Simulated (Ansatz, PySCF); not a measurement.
SiHF, SMILES [SiH]F (connectivity only; charge and spin as stated), neutral, multiplicity 1. Atoms are numbered in the order given.

```xyz
3

Si     0.1183     0.5903     0.0000
H     -1.3914     0.8970     0.0000
F     -0.0295    -1.0179     0.0000
```
Charge 0, spin multiplicity 1.

Coordinates come from a r2SCAN-D4/def2-TZVPD optimisation. The isomer is the one that the SMILES or the coordinates give; other isomers of the formula were not compared.

Vertical ionisation energy (IE) and electron affinity (EA) in eV. Rows of orbital energies are one-electron estimates. Where ΔSCF, EOM or ADC give a negative EA the extra electron is unbound and the value depends on the basis.

```tsv
level	IE	EA
−ε(HOMO), −ε(LUMO), ωB97X/def2-TZVPD (PySCF)	9.32	0.54
−ε(HOMO), −ε(LUMO), B3LYP/def2-TZVPD (PySCF)	6.86	2.92
−ε(HOMO), −ε(LUMO), PBE/def2-TZVPD (PySCF)	5.89	3.59
EOM-CCSD/aug-cc-pVDZ (PySCF)	?	?
ΔSCF, PBE0/def2-TZVPD (Ansatz), final states of multiplicity 2 and 2	9.56	0.67
ΔSCF, PBE/def2-TZVPD (Ansatz), final states of multiplicity 2 and 2	9.48	0.61
```

Question: Fill in the missing entries. (Estimate from the structure and the level; the computed values follow.)

Answer: 
- EOM-CCSD/aug-cc-pVDZ (PySCF), IE: 9.64
- EOM-CCSD/aug-cc-pVDZ (PySCF), EA: 0.48

Question: What vertical singlet–triplet gap does ΔSCF give with PBE0/def2-TZVPD (Ansatz, a program for electronic structure) and with PBE/def2-TZVPD (Ansatz)? (The exact figures need the calculation; the answer reports its results.)

Answer: 1.60 and 1.63 eV (triplet above singlet where positive).
